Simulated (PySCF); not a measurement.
Ge(F)2(Br)(NH2) (BrF2GeH2N), SMILES [NH2][Ge]([F])([F])[Br]. Geometry: PBE-D3(BJ)/def2-SVP. This is a generated structure with no PubChem entry under its InChIKey; it may be hypothetical. One conformer was computed; it need not be the lowest.

Computed equilibrium geometry at PBE-D3(BJ)/def2-SVP (PySCF confirms it by a frequency run) as bond lengths and angles, and its point group (one conformer of several):
point group Cs.
Atoms: N1 Ge2 F3 F4 Br5 H6 H7. Bonds (Å): N1–Ge2 1.818, N1–H6 1.028, N1–H7 1.028, Ge2–F3 1.738, Ge2–F4 1.738, Ge2–Br5 2.305. Angles (°): Ge2–N1–H6 112.4, Ge2–N1–H7 112.4, H6–N1–H7 108.6, N1–Ge2–F3 107.6, N1–Ge2–F4 107.6, N1–Ge2–Br5 119.5, F3–Ge2–F4 107.5, F3–Ge2–Br5 107.1, F4–Ge2–Br5 107.1.
Charge 0, spin multiplicity 1.
